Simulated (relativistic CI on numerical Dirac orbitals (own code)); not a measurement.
## Ir LXIV: sensitivity of the levels to the model

Base calculation: Dirac-Coulomb-Breit CI, separate exchange-only KLI orbitals for each configuration, model QED, unscaled Slater integrals.

CI space (outside the closed core [Ne]): 3s²3p², 3s²3p3d, 3s3p³, 3s²3d², 3p⁴, 3s3p²3d, 3p²3d², 3s3p3d², 3p³3d, 3s²3d4s, 3s²3d4p, 3s3p3d4s, 3p³4s, 3s²3p4s, 3s3p3d4p, 3p³4p, 3s²3p4p, 3p²3d4s, 3s²3p4d, 3p²3d4p, 3s²3p4f, 3s3p²4s, 3s3p²4p, 3s3p²4d, 3s3p²4f, 3s²4s², 3s²3p5s, 3s²3p5p, 3s²4s4p, 3s²3p5d, 3s²3p5f, 3s²3p5g, 3s²4p², 3s3p4s², 3s3p²5s, 3s3p4s4p. Levels of other configurations are missing.

Variants: (1) valence Slater integrals scaled by 0.9; (2) QED terms removed. Shifts of the energy above 3s²3p² ³P0, in eV, for the lowest level and the first level of each name with at least 55 % of one term (blank where a level changes its place among those of its configuration and J or its character, or is not in the variant):

```
       Level     Base   Δ(1)   Δ(2)
  3s²3p² ³P0     0.00   0.00   0.00
  3s²3p² ³P1   422.86  +1.38  -0.40
  3s²3p² ¹D2   432.68  +0.39  -0.39
3s²3p3d ³F°2   654.57  +2.25  +0.68
  3s²3p² ³P2   863.31  +1.24  -0.64
  3s²3p² ¹S0   884.86  -0.71  -0.73
  3s3p³ ³D°3  1036.08  +2.76  +4.34
  3s3p³ ³P°0  1047.97  +2.13  +3.95
3s²3p3d ³P°0  1124.36  -1.55  +0.95
3s²3p3d ³F°4  1188.94  +2.32  +0.06
3s²3p3d ³D°3  1223.66  -1.41  +0.17
3s²3p3d ¹P°1  1234.83  -2.34  +0.16
 3s3p²3d ⁵D0  1238.32  +5.14  +5.80
 3s3p²3d ³G5  1360.54  +2.66  +5.39
```

At this charge energies of transitions that change n are usually good to better than 1 %, and those within a shell (Δn = 0) to a few per cent.

Ionisation energy from the two ground configurations alone: base 7272.94 eV. The NIST ASD value (theoretical) is 7274 eV.

LS names give the leading component of a level, which can be under half, so a name can repeat, a term be missing and a line seem to break the LS rules.
